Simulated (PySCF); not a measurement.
# PbBr⁺: from constants to spectrum

RHF-CCSD(T) constants of PbBr⁺, ¹Σ⁺ (singlet), closed shell (PySCF, scalar-relativistic core potentials, basis sets Pb def2-SVP with ECP60, Br def2-SVP; masses 207.9766 and 78.9183 u):

```
ωe   : 257.5 cm⁻¹
ωexe : 0.435 cm⁻¹
Be   : 0.045887 cm⁻¹
αe   : 0.000107 cm⁻¹
```

Task: What force constant and bond length do these constants imply?

Result: Reduced mass μred = 57.210 u; k = 5.8918×10⁻⁷·μred·ωe² (u, cm⁻¹, mdyn/Å) = 2.23 mdyn/Å; Re = √(16.8576/(μred·Be)) (u, cm⁻¹, Å) = 2.534 Å.

Task: Estimate the centrifugal constant D from the Kratzer relation and find the Dunham coefficient a1.

Result: D = 4Be³/ωe² = 5.83e-09 cm⁻¹; a1 = −1 − αeωe/(6Be²) = -3.18.

Correlated steps freeze 13 core orbitals. Spin–orbit coupling is left out, which matters for elements this heavy, above all for dissociation energies.
